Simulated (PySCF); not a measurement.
Cl₃H₂NTi, SMILES [Cl][Ti]([Cl])([NH2])[Cl], multiplicity 1.

The structure is a stationary point at B3LYP-D3(BJ)/def2-SVP. The spin state was assumed, not searched. The isomer is the one that the SMILES or the coordinates give; other isomers of the formula were not compared. The values are those of a single conformer.

Level of theory: HF/def2-TZVP (PySCF).

Symmetry labels are those of the subgroup Cs that the program uses (full group Cs).

Computed valence orbital energies around the gap with their symmetry:
| orbital | symmetry | energy (eV) |
|---|---|---|
| HOMO−7 | A' | -14.26 |
| HOMO−6 | A' | -13.75 |
| HOMO−5 | A" | -13.65 |
| HOMO−4 | A' | -13.47 |
| HOMO−3 | A' | -13.34 |
| HOMO−2 | A" | -12.95 |
| HOMO−1 | A" | -12.37 |
| HOMO | A' | -11.79 |
| LUMO | A" | 1.03 |
| LUMO+1 | A' | 1.08 |
| LUMO+2 | A" | 1.20 |
| LUMO+3 | A' | 1.67 |
